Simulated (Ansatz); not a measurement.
CH8BNSi can be A, `BCN[SiH3]`, or B, `CBN[SiH3]`.

Computed with Ansatz on PBE0-D4/def2-TZVP structures; ΔE is electronic, products minus reactants. CCSD(T)/CBS adds triple-zeta CCSD(T) − MP2 to the extrapolated MP2 energy (def2 sets, frozen cores). DFT in def2-TZVPP. B3LYP here is the variant with VWN-RPA as its local correlation; programs differ in this. Each species was taken in one conformer, which may not be the lowest.

Problem. Which isomer does CCSD(T)/CBS put lower? Give the gap. (An estimate is asked.)

Solution. The calculation gave: B, by 224.4 kJ/mol.

Problem. Give E(B) − E(A) in kJ/mol with HF/def2-TZVPP, MP2/def2-TZVPP, CCSD(T)/def2-SVP, B3LYP-D4, B2PLYP, CCSD(T)/def2-TZVPP, PBE-D4. (An estimate is asked.)

Solution. The calculation gave: HF/def2-TZVPP -214.4, MP2/def2-TZVPP -228.8, CCSD(T)/def2-SVP -231.3, B3LYP-D4 -221.5, B2PLYP -223.7, CCSD(T)/def2-TZVPP -225.3, PBE-D4 -220.9. None reverses the order clearly.

Problem. Does the order hold for the free energy at 298.15 K (harmonic terms from PBE0-D4)? (Estimate.)

Solution. Computed: Yes: G(B) − G(A) = -212.5 kJ/mol, for one conformer each.

Largest T1 diagnostic: 0.012.

In def2-TZVPP, CCSD(T) changes the Hartree–Fock value by −10.9 kJ/mol (the triples alone add −2.0 kJ/mol) and MP2 by −14.5 kJ/mol. At CCSD(T), def2-SVP lies −6.9 kJ/mol from the extrapolated value and def2-TZVPP −0.9 kJ/mol.
